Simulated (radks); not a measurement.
Values are calculated unless marked as measured or tabulated.
Hf12+, configuration [Kr] 4d10 4f(5/2: 6, 7/2: 6) 5s1 5p(1/2: 1, 3/2: 0) (not the ground configuration). Code: a radial shooting solver on a logarithmic mesh with Libxc functionals. Model: Dirac Kohn-Sham, BLYP, spin-unpolarised, spherical densities, finite nucleus; Fermi nuclear charge, rms radius 5.347 fm. Some entries of the table are withheld. Estimate them.

orbital,occ.,eigenvalue (eV),<r> (bohr),<r^2> (bohr^2)
1s1/2,2,-65421.41,0.01899,0.0004952
2s1/2,2,-11374.91,0.07977,(1)
2p1/2,2,-10877.47,0.06611,(2)
2p3/2,4,-9685.018,0.07384,(3)
3s1/2,2,-2769.633,0.2081,0.04966
3p1/2,2,-2548.487,0.1980,0.04568
3p3/2,4,-2292.848,0.2124,0.05233
3d3/2,4,-1917.535,0.1862,0.04076
3d5/2,6,-1861.751,0.1907,0.04259
4s1/2,2,-738.9358,0.4663,0.2456
4p1/2,2,-648.0215,0.4720,0.2536
4p3/2,4,-588.7897,0.5038,0.2885
4d3/2,4,-438.7315,0.5207,(4)
4d5/2,6,-427.7157,0.5313,(5)
5s1/2,1,-267.0227,1.011,1.138
4f5/2,6,(6),0.5867,(7)
4f7/2,6,(8),0.5928,(9)
5p1/2,1,-236.0692,1.069,(10)
5p3/2,0,-223.4655,1.126,(11)

Answer. 
(1) 2s1/2 <r^2> (bohr^2): 0.007582
(2) 2p1/2 <r^2> (bohr^2): 0.005430
(3) 2p3/2 <r^2> (bohr^2): 0.006636
(4) 4d3/2 <r^2> (bohr^2): 0.3135
(5) 4d5/2 <r^2> (bohr^2): 0.3261
(6) 4f5/2 eigenvalue (eV): -239.7196
(7) 4f5/2 <r^2> (bohr^2): 0.4149
(8) 4f7/2 eigenvalue (eV): -237.6607
(9) 4f7/2 <r^2> (bohr^2): 0.4234
(10) 5p1/2 <r^2> (bohr^2): 1.274
(11) 5p3/2 <r^2> (bohr^2): 1.414
